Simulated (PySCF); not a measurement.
Compound: C4H9O2P.
Bonds: C1–C2, C2–O3 (double), C2–P4, P4–C5, P4–C6, C6–O7. Hydrogens: H8, H9, H10 on C1; H11, H12, H13 on C5; H14, H15 on C6; H16 on O7.

The same species was optimised twice, with GFN2-xTB and with PBE0-D3(BJ)/def2-SVP (PySCF), and the same property calculations (PySCF, gas phase) were run on both structures.

| coordinate | GFN2-xTB | PBE0-D3(BJ)/def2-SVP | change |
| --- | --- | --- | --- |
| C2–P4 (Å) | 1.868 | 1.879 | +0.011 |
| P4–C6 (Å) | 1.883 | 1.873 | -0.010 |
| C2=O3 (Å) | 1.209 | 1.214 | +0.005 |
| C1–C2 (Å) | 1.498 | 1.504 | +0.006 |
| C6–O7 (Å) | 1.395 | 1.390 | -0.005 |
| P4–C5 (Å) | 1.853 | 1.854 | +0.001 |
| C5–P4–C6 (°) | 97.8 | 99.9 | +2.1 |
| C1–C2–O3 (°) | 123.6 | 121.6 | -2.0 |
| C1–C2–P4 (°) | 115.0 | 116.6 | +1.6 |
| P4–C6–O7 (°) | 114.4 | 115.5 | +1.1 |
| C2–P4–C5 (°) | 97.2 | 98.2 | +1.0 |
| O3–C2–P4 (°) | 121.2 | 121.6 | +0.4 |
| C2–P4–C6 (°) | 97.2 | 96.8 | -0.4 |
| C1–C2–P4–C5 (°) | -78 | -76 | +2 |
| C2–P4–C6–O7 (°) | 52 | 51 | -1 |

Rotational constants: A = 2877, B = 1860, C = 1417 MHz (GFN2-xTB) against A = 2806, B = 1866, C = 1394 MHz (PBE0-D3(BJ)/def2-SVP). Point groups within 0.08 Å: C1 and C1.

On the GFN2-xTB structure: lowest singlet, TDDFT (eV) 3.80 [PBE0/def2-SVPD]; lowest triplet, Tamm–Dancoff (eV) 3.15 [PBE0/def2-SVPD]; isotropic polarisability (au) 83.2 [PBE0/def2-SVPD]; HOMO (eV) -6.76 [PBE0/def2-SVPD]; LUMO (eV) -1.26 [PBE0/def2-SVPD]; dipole (D) 2.49 [PBE0/def2-SVPD]; HOMO (eV) -6.74 [PBE0/pcSseg-1]; LUMO (eV) -1.15 [PBE0/pcSseg-1]; dipole (D) 2.40 [PBE0/pcSseg-1]; GIAO shielding of C1 (ppm) 152.5 [PBE0/pcSseg-1]; GIAO shielding of C2 (ppm) -52.5 [PBE0/pcSseg-1]; GIAO shielding of O3 (ppm) -375.4 [PBE0/pcSseg-1]; GIAO shielding of P4 (ppm) 329.1 [PBE0/pcSseg-1]; GIAO shielding of C5 (ppm) 179.9 [PBE0/pcSseg-1]; GIAO shielding of C6 (ppm) 123.4 [PBE0/pcSseg-1]; GIAO shielding of O7 (ppm) 332.0 [PBE0/pcSseg-1].

Task: What do these properties become on the PBE0-D3(BJ)/def2-SVP structure?

Result: 
```json
{"property": "lowest singlet, TDDFT (eV)", "level": "PBE0/def2-SVPD", "on GFN2-xTB": "3.80", "on PBE0-D3(BJ)/def2-SVP": "3.79", "change": "-0.01"}
{"property": "lowest triplet, Tamm–Dancoff (eV)", "level": "PBE0/def2-SVPD", "on GFN2-xTB": "3.15", "on PBE0-D3(BJ)/def2-SVP": "3.13", "change": "-0.02"}
{"property": "isotropic polarisability (au)", "level": "PBE0/def2-SVPD", "on GFN2-xTB": "83.2", "on PBE0-D3(BJ)/def2-SVP": "84.2", "change": "+1.0"}
{"property": "HOMO (eV)", "level": "PBE0/def2-SVPD", "on GFN2-xTB": "-6.76", "on PBE0-D3(BJ)/def2-SVP": "-6.80", "change": "-0.04"}
{"property": "LUMO (eV)", "level": "PBE0/def2-SVPD", "on GFN2-xTB": "-1.26", "on PBE0-D3(BJ)/def2-SVP": "-1.34", "change": "-0.08"}
{"property": "dipole (D)", "level": "PBE0/def2-SVPD", "on GFN2-xTB": "2.49", "on PBE0-D3(BJ)/def2-SVP": "2.67", "change": "+0.18"}
{"property": "energy, GFN2-xTB geometry as zero (kcal/mol)", "level": "PBE0/def2-SVPD", "on GFN2-xTB": "0.0", "on PBE0-D3(BJ)/def2-SVP": "-0.8", "change": "-0.8"}
{"property": "HOMO (eV)", "level": "PBE0/pcSseg-1", "on GFN2-xTB": "-6.74", "on PBE0-D3(BJ)/def2-SVP": "-6.78", "change": "-0.04"}
{"property": "LUMO (eV)", "level": "PBE0/pcSseg-1", "on GFN2-xTB": "-1.15", "on PBE0-D3(BJ)/def2-SVP": "-1.24", "change": "-0.09"}
{"property": "dipole (D)", "level": "PBE0/pcSseg-1", "on GFN2-xTB": "2.40", "on PBE0-D3(BJ)/def2-SVP": "2.59", "change": "+0.19"}
{"property": "energy, GFN2-xTB geometry as zero (kcal/mol)", "level": "PBE0/pcSseg-1", "on GFN2-xTB": "0.0", "on PBE0-D3(BJ)/def2-SVP": "-0.7", "change": "-0.7"}
{"property": "GIAO shielding of C1 (ppm)", "level": "PBE0/pcSseg-1", "on GFN2-xTB": "152.5", "on PBE0-D3(BJ)/def2-SVP": "150.6", "change": "-1.9"}
{"property": "GIAO shielding of C2 (ppm)", "level": "PBE0/pcSseg-1", "on GFN2-xTB": "-52.5", "on PBE0-D3(BJ)/def2-SVP": "-54.7", "change": "-2.2"}
{"property": "GIAO shielding of O3 (ppm)", "level": "PBE0/pcSseg-1", "on GFN2-xTB": "-375.4", "on PBE0-D3(BJ)/def2-SVP": "-383.5", "change": "-8.1"}
{"property": "GIAO shielding of P4 (ppm)", "level": "PBE0/pcSseg-1", "on GFN2-xTB": "329.1", "on PBE0-D3(BJ)/def2-SVP": "322.9", "change": "-6.2"}
{"property": "GIAO shielding of C5 (ppm)", "level": "PBE0/pcSseg-1", "on GFN2-xTB": "179.9", "on PBE0-D3(BJ)/def2-SVP": "178.6", "change": "-1.3"}
{"property": "GIAO shielding of C6 (ppm)", "level": "PBE0/pcSseg-1", "on GFN2-xTB": "123.4", "on PBE0-D3(BJ)/def2-SVP": "123.9", "change": "+0.5"}
{"property": "GIAO shielding of O7 (ppm)", "level": "PBE0/pcSseg-1", "on GFN2-xTB": "332.0", "on PBE0-D3(BJ)/def2-SVP": "334.2", "change": "+2.2"}
```

The heavy atoms differ by 0.035 Å rms after alignment. Among bonds between heavy atoms C2–P4 and P4–C6 change most and about equally (-0.010 to +0.011 Å). Changes are differences of the printed values. Neither structure is proved a minimum here.

Shape of the structure used: `[CH3:1][C:2](=[O:3])[P:4]([CH3:5])[CH2:6][OH:7]`: C1–C2–P4–C5 -76°, C2–P4–C6–O7 51°, H–O7–C6–P4 -65°.
